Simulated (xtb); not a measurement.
C3H4O, SMILES C1C(C1)=O. All values are semi-empirical tight-binding results from xtb (GFN2-xTB unless named), good for trends rather than for accurate numbers. Coordinates come from a GFN2-xTB optimisation.

Optimised geometry:

```xyz
8

O      0.0000     0.0000    -1.5748
C      0.0000     0.0000    -0.3852
C      0.0000     0.7691     0.8575
C      0.0000    -0.7691     0.8575
H     -0.9028     1.2810     1.1551
H      0.9028     1.2810     1.1551
H      0.9028    -1.2810     1.1551
H     -0.9028    -1.2810     1.1551
```

```json
{
  "point_group_as_xtb_finds_it": "C2v",
  "orbital_gap": "3.52 eV",
  "dipole_moment": "2.96 D",
  "zero_point_energy": "38.0 kcal/mol",
  "G − E(el) at 298.15 K (modified RRHO)": "22.2 kcal/mol",
  "static polarisability (D4 model)": "36.4 bohr³",
  "solvation energy, GFN2-xTB/ALPB(water)": "-2.0 kcal/mol",
  "solvation energy, GFN2-xTB/ALPB(benzene)": "-3.9 kcal/mol"
}
```

Q: Give the IR lines (harmonic; lines under 4 % of the strongest left out, lines within 3 cm⁻¹ merged). (The exact figures need the calculation; the answer reports its results.)

A: ν (cm⁻¹): 495 (w), 942 (m), 2006 (vs) (against the strongest line: vs over 80 %, s over 45 %, m over 15 %, w over 4 %, vw less)

Computed atomic charges and the Wiberg bond orders between heavy atoms:
charges (e) O1 -0.31, C2 0.27, C3 -0.11, C4 -0.11, H5 0.07, H6 0.07, H7 0.07, H8 0.07. Bond orders O1–C2 1.90, C2–C3 0.98, C2–C4 0.98, C3–C4 0.93.
